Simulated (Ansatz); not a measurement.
The cluster Zr4, relaxed as a quintet with UKS PBE0-D4/def2-SVP in Ansatz, starting from the PBE0-D4/def2-SVP geometry of the neutral singlet. Force threshold 0.02 eV/Å.

In the def2 sets Zr takes a core potential; there is no spin–orbit coupling. The charge 0 quintet is spin-contaminated (final ⟨S²⟩ up to 6.47, 6.00 for a pure state). The structure comes from a short search, and lower isomers may exist.

Start:

```
atom    x (Å)    y (Å)    z (Å)
 Zr1   0.3292   1.5515  -0.6384
 Zr2  -1.6924  -0.1016  -0.2198
 Zr3   0.1595  -0.5085   1.6247
 Zr4   1.2036  -0.9415  -0.7665
```

```tsv
step	energy (eV)	largest force component (eV/Å)	SCF passes
1	-5111.5976	1.099	131
2	-5112.1771	0.312	40
3	-5112.2205	0.049	34
4	-5112.2213	0.017	30
5	-5112.2213	0.001	25
```

Force components are those of the run's own axes.

End:

```xyz
4

Zr    0.433    1.573   -0.422
Zr   -1.625   -0.306   -0.328
Zr    0.178   -0.270    1.654
Zr    1.014   -0.998   -0.904
```

By distances, no bond broke or formed. The bond that changes most is Zr1–Zr3, from 3.06 to 2.79 Å (atoms count from 1).

The force fell under the threshold at step 4, but the optimiser went on. No frequencies were taken in this run, so the end may be a saddle point.

Run time 28 s (4 threads of Arm Neoverse V2 on a shared host).
